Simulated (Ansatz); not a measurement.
Calculated with Ansatz (gas phase, PBE0-D4/def2-TZVP geometries, no zero-point term in ΔE). CCSD(T)/CBS adds triple-zeta CCSD(T) − MP2 to the extrapolated MP2 energy (def2 sets, frozen cores). This one scheme is used for every species, atoms too. Functionals use def2-TZVPP. HSE06 is defined as in plane-wave codes. No spin–orbit coupling; open shells (•) take unrestricted orbitals. Spin–orbit coupling would lower the free atoms: a little for Cl. def2 core potentials past Kr. For Sn outer-core shells are correlated without core-valence functions, so the limit isn't a true one: a few kJ/mol of doubt a bond, and 10 to 20 or more in all where bonds break to atoms.

Reaction (hydrogen abstraction from the Sn–H bond): `C#[C][SnH3]` + Cl• → `C#[C][SnH2]`• + HCl

| level | ΔE (kcal/mol) | difference from CCSD(T)/CBS |
| --- | --- | --- |
| LDA (SPW92) | -35.8 | -9.6 |
| PBE-D4 | -31.4 | -5.2 |
| BHLYP-D4 | -23.6 | 2.6 |
| CAM-B3LYP-D4 | -25.5 | 0.7 |
| ωB97X-V | -25.2 | 1.0 |
| PBE | -31.5 | -5.3 |
| r2SCANh | -29.3 | -3.1 |
| HSE06 | -29.1 | -2.9 |
| CAM-B3LYP | -25.6 | 0.6 |
| LC-ωPBE | -25.5 | 0.7 |
| MP2/def2-SVP | -22.6 | 3.6 |
| HF/def2-TZVPP | -16.6 | 9.6 |
| CCSD(T)/def2-TZVPP | -24.8 | 1.4 |
| MP2/def2-QZVPP | -27.3 | -1.1 |
| HF/CBS(def2) | -16.7 | 9.5 |
| CCSD/CBS(def2) | -25.0 | 1.2 |
| CCSD(T)/CBS | -26.2 | 0 |

Largest T1 diagnostic among the species: 0.019.

At CCSD(T), def2-SVP lies +3.9 kcal/mol from the extrapolated value and def2-TZVPP +1.4 kcal/mol. From PBE to PBE0 (25 % exact exchange), in def2-TZVPP and without D4, ΔE moves by +2.7 kcal/mol.

CCSD(T)/CBS has its own doubt, a few kJ/mol and more with outer-core shells, so smaller differences from it don't rank the levels.
